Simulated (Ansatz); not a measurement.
System: AsF$_{2}$, net charge 0, doublet state. It need not be the lowest isomer of its formula. 
Geometry from a B3LYP-D3(BJ)/def2-TZVP (Ansatz, a program for electronic structure) optimisation:
```
As
F 1 1.7444
F 1 1.7444 2 96.75
```
Charge 0, spin multiplicity 2.

Q: Give the harmonic wavenumbers at B3LYP-D3(BJ)/def2-TZVP (Ansatz, finite differences of forces, unscaled).

A: 262, 666, 696 cm⁻¹. Zero-point energy 2.3 kcal/mol.

Q: From these and the geometry, give the ideal-gas thermochemistry at 298.15 K and 1 atm (rigid rotor, harmonic oscillator).

A: Point group C2v, rotational symmetry number 2. Rotational constants 14.93, 7.823, 5.133 GHz. S(trans) 40.08, S(rot) 22.42, S(vib) 2.31, S(elec, spin only) 1.38, S 66.2 cal/(mol K). H(298) - H(0) 2.82 kcal/mol; G - E(el) -14.6 kcal/mol.
